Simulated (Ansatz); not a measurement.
LiI₂⁻ (the lowest singlet isomer of a short search). The state is a singlet with charge -1. Geometry r2SCAN-D4/def2-TZVPD, basis def2-TZVPD, Ansatz.

Cartesian coordinates in Å:
```
Li 0.000 0.000 -0.001
I 2.211 -1.124 -0.589
I -2.211 1.124 0.590
```

| run | HOMO (eV) | LUMO (eV) |
| --- | --- | --- |
| A | -2.09 | 2.92 |
| B | -4.99 | 3.11 |
| C | -3.80 | 3.07 |
| D | -2.89 | 2.85 |
| E | -2.49 | 3.01 |
| F | -1.83 | 2.43 |

In the def2 sets I takes a core potential; there is no spin–orbit coupling. The structure comes from a short search, and lower isomers may exist.

**Question.** The runs used BHLYP, PBE, PBE0, r2SCAN, r2SCANh, ωB97M-V. Estimate which is which.

**Answer.** A r2SCAN (0 % exact exchange); B ωB97M-V (range-separated); C BHLYP (50 % exact exchange); D PBE0 (25 % exact exchange); E r2SCANh (10 % exact exchange); F PBE (0 % exact exchange). Exact exchange lowers occupied and raises empty levels; among semilocal functionals meta-GGAs tend to open the gap a little, and such runs are hard to tell apart. The gap grows from 4.26 eV (PBE) to 8.10 eV (ωB97M-V).
